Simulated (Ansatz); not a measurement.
Ansatz (an electronic-structure program) input (CCSD(T)/aug-cc-pVTZ):

Ansatz 0.2 input:
```yaml
crystal:
  periodic: [false, false, false]
  atoms:
    - {symbol: N, position_ang: [-1.15421248, 0.08307660, 0.34072297]}
    - {symbol: C, position_ang: [-0.06243382, -0.00609724, 0.02334692]}
    - {symbol: O, position_ang: [1.11326156, 0.01036218, -0.37064141]}
    - {symbol: H, position_ang: [-2.11967395, 0.15073496, 0.62657741]}
    - {symbol: H, position_ang: [1.66767176, -0.77858513, -0.18658848]}
basis:
  gaussian:
    orbitals: aug-cc-pVTZ
total_charge: 2
magnetization: {spin_polarized: true, initial_magnetization: 1}
correlation: {method: ccsd_t, electrons: outside_noble_gas}
```

Output:

```
Functional definition: HF
integrals: 1.06 GiB planned
1091 factors; integrals over basis functions are off by at most 1.2e-3 eV
mean field: 0.56 GiB planned
mean field evaluation 1: about -4549.9385 eV, gradient 4.0e1 eV
mean field evaluation 2: about -4549.9398 eV, gradient 4.0e1 eV
mean field evaluation 4: about -4554.9313 eV, gradient 4.6e0 eV
mean field evaluation 8: about -4555.1562 eV, gradient 7.5e-1 eV
mean field evaluation 16: about -4555.2139 eV, gradient 1.3e-6 eV
mean field evaluation 32: about -4554.3980 eV, gradient 2.3e-4 eV
mean field evaluation 64: about -4554.3906 eV, gradient 4.3e-1 eV
mean field evaluation 96: about -4554.3980 eV, gradient 7.5e-4 eV
mean field evaluation 128: about -4548.4216 eV, gradient 2.0e1 eV
mean field -4555.21393786 eV, -167.4010245815 hartree, gradient 1.4e-6 eV, S^2 0.925397; 6 other end points of the search recorded, 0 dependent functions left out
determinant -4555.21393786 eV, -167.4010245815 hartree, with singles and doubles -4569.87227026 eV, -167.9397083614 hartree
determinant -4554.39801630 eV, -167.3710400173 hartree, with singles and doubles -4568.99961942 eV, -167.9076390346 hartree
3 core orbitals not correlated
reference -4555.21393786 eV, -167.4010245815 hartree; 8, 7 occupied and 173, 174 virtual orbitals, 1091 factors
second order -13.81144378 eV of doubles, -0.00000000 eV of singles
coupled cluster: 1.52 GiB planned
cycle   1  -14.51885333 eV  change    -1.3e0 eV  update   2.3e-2
cycle   2  -14.56714987 eV  change   -4.8e-2 eV  update   5.4e-3
cycle   3  -14.56588487 eV  change    1.3e-3 eV  update   2.5e-3
cycle   4  -14.57070550 eV  change   -4.8e-3 eV  update   1.2e-3
cycle   5  -14.57263487 eV  change   -1.9e-3 eV  update   5.2e-4
cycle   6  -14.57340371 eV  change   -7.7e-4 eV  update   1.8e-4
cycle   7  -14.57352942 eV  change   -1.3e-4 eV  update   6.3e-5
cycle   8  -14.57357600 eV  change   -4.7e-5 eV  update   3.2e-5
cycle   9  -14.57356980 eV  change    6.2e-6 eV  update   1.8e-5
cycle  10  -14.57356012 eV  change    9.7e-6 eV  update   1.0e-5
coupled cluster: 1.53 GiB planned
perturbative correction -0.66152674 eV, -0.0243106592 hartree
Total energy: -4570.44902472 eV, -167.9609036969 hartree
```

This state (charge 2, doublet) is run at the relaxed geometry of the species with charge 1 and multiplicity 1.

The determinant is spin-contaminated: <S^2> is 0.93 against 0.75 for a pure state.
